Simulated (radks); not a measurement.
Species: Pm. Configuration: [Xe] 4f5 6s2 (the NIST ground configuration). All-electron calculation, scalar-relativistic Kohn-Sham, PBEsol, spin-polarised, spherical densities, finite nucleus; open shells are filled with parallel spins first (spin-orbit coupling, left out, can overturn this in heavy ions); Fermi nuclear charge, rms radius 4.962 fm. Program: a radial shooting solver on a logarithmic mesh with Libxc functionals.

X-ray form factor f0, the Fourier transform of the density (f0(0) = 61):

sin(theta)/lambda (1/angstrom)  f0 (electrons)
0.05                                    59.569
0.1                                     56.460
0.15                                    53.054
0.2                                     49.648
0.25                                    46.300
0.3                                     43.133
0.4                                     37.651
0.5                                     33.235
0.6                                     29.565
0.8                                     23.806
1                                       19.853
1.25                                    16.720
1.5                                     14.508
2                                       10.733
